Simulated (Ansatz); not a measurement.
```xyz
9

B    -0.9903   -1.8137   -0.7365
In    0.4416   -0.5488    0.4152
C     0.4632    1.6360    0.2941
F    -0.5061    2.1271   -0.5785
H    -2.0586   -2.1191   -0.2913
H    -0.7340   -2.2163   -1.8343
H     1.6602   -1.1356    1.5029
H     0.2843    2.0784    1.2801
H     1.4397    1.9920   -0.0515
```

The species carries charge 0 and has multiplicity 1. In: def2 effective core potential.

Question: List the PBE/def2-TZVPP orbital energies in eV (Ansatz 0.2.0). (Best estimate.)

Answer: Ansatz gave: Occupied: -659.43, -270.55, -177.81, -121.70, -79.48, -79.15, -79.12, -29.44, -18.71, -18.52, -18.49, -18.48, -18.37, -16.37, -12.41, -11.72, -11.37, -10.67, -9.09, -8.56, -7.84, -6.47, -5.85. Lowest empty: -3.28, -2.29, -0.34, 0.11, 0.73, 1.17, 1.27, 2.07.
